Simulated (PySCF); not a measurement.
Ga(H)2(F)(SH2), H₄FGaS, singlet, PBE0/def2-SVP optimised geometry.

```
7

Ga    -0.28     0.16     0.00
H     -1.29     1.35     0.00
H      1.29     0.16     0.00
F     -0.98    -1.35    -0.65
S     -0.78    -0.93     2.37
H     -1.34    -1.83     1.53
H      0.39    -1.61     2.42
```

Density from PBE0/def2-TZVP run with PySCF at that geometry.

Minimum of the electron density along straight lines between bonded atoms, close to the bond critical point (lines longer than 1.1 times the sum of covalent radii, or with two minima, are not listed):

```
bond    length / Å  ρ at the minimum / e bohr⁻³  ∇²ρ there / e bohr⁻⁵  position (fraction from the first atom)
------  ----------  ---------------------------  --------------------  ---------------------------------------
Ga1–H2       1.564                        0.117                  0.14                                     0.60
Ga1–H3       1.566                        0.116                  0.14                                     0.60
Ga1–F4       1.792                        0.119                     …                                     0.49
S5–H6        1.357                        0.213                 -0.61                                     0.67
S5–H7        1.351                        0.214                 -0.62                                     0.65
```

### Question
Fill in the missing entries.

### Answer

- Ga1–F4, ∇²ρ there / e bohr⁻⁵: 0.75
